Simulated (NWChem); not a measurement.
System: B-trichloroborazine (B$_{3}$N$_{3}$H$_{3}$Cl$_{3}$); SMILES B1(Cl)NB(Cl)NB(N1)Cl

**Question.** Give the equilibrium geometry at B3LYP/6-31G* (spherical d) (NWChem) as a list of bonds and angles, with the point group.

**Answer.** point group D3h; any orientation.
Bonded distances (Å): Cl1–B2 1.786, B2–N3 1.427, B2–N9 1.427, N3–B4 1.427, N3–H10 1.012, B4–Cl5 1.786, B4–N6 1.427, N6–B7 1.427, N6–H11 1.012, B7–Cl8 1.786, B7–N9 1.427, N9–H12 1.012. Bond angles (°): Cl1–B2–N3 120.7, Cl1–B2–N9 120.7, N3–B2–N9 118.6, B2–N3–B4 121.4, B2–N3–H10 119.3, B4–N3–H10 119.3, N3–B4–Cl5 120.7, N3–B4–N6 118.6, Cl5–B4–N6 120.7, B4–N6–B7 121.4, B4–N6–H11 119.3, B7–N6–H11 119.3, N6–B7–Cl8 120.7, N6–B7–N9 118.6, Cl8–B7–N9 120.7, B2–N9–B7 121.4, B2–N9–H12 119.3, B7–N9–H12 119.3.
